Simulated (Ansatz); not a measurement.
`F[SiH]([SiH3])C[SiH3]` at its PBE0-D4/def2-TZVP geometry, where that method's forces vanish. Charge 0, multiplicity 1.

| atom | x (Å) | y (Å) | z (Å) |
| --- | --- | --- | --- |
| F1 | -2.417 | -0.163 | 1.364 |
| Si2 | -1.097 | -0.527 | 0.516 |
| Si3 | -1.419 | 0.190 | -1.695 |
| C4 | 0.377 | 0.272 | 1.317 |
| Si5 | 1.986 | 0.046 | 0.379 |
| H6 | -0.948 | -2.007 | 0.567 |
| H7 | -0.335 | -0.359 | -2.553 |
| H8 | -1.382 | 1.676 | -1.775 |
| H9 | -2.728 | -0.291 | -2.211 |
| H10 | 0.190 | 1.347 | 1.418 |
| H11 | 0.493 | -0.138 | 2.326 |
| H12 | 1.932 | 0.796 | -0.904 |
| H13 | 2.214 | -1.391 | 0.073 |
| H14 | 3.134 | 0.550 | 1.178 |

For each bond, give half the difference of the two atoms' forces along it (eV/Å; positive pushes the atoms apart) under PBE-D4, r2SCAN-D4, B3LYP-D4, ωB97M-V in def2-TZVPP. (Estimate.)

Ansatz gave: 
```
   bond  length (Å)  PBE-D4  r2SCAN-D4  B3LYP-D4  ωB97M-V
 F1–Si2       1.610    0.52       0.04      0.17     0.17
Si2–Si3       2.346   -0.16       0.00      0.06     0.01
 Si2–C4       1.859   -0.03       0.01      0.06     0.01
 Si2–H6       1.488    0.04      -0.02     -0.13    -0.15
 Si3–H7       1.489    0.08      -0.02     -0.07    -0.09
 Si3–H8       1.488    0.09      -0.01     -0.07    -0.09
 Si3–H9       1.487    0.09      -0.01     -0.07    -0.10
 C4–Si5       1.876    0.01       0.02      0.13     0.08
 C4–H10       1.095    0.11       0.00     -0.06    -0.04
 C4–H11       1.096    0.10       0.00     -0.06    -0.05
Si5–H12       1.487    0.06      -0.02     -0.08    -0.09
Si5–H13       1.487    0.07      -0.02     -0.07    -0.10
Si5–H14       1.486    0.08      -0.03     -0.10    -0.13
```

B3LYP here is the variant with VWN-RPA as its local correlation; programs differ in this.
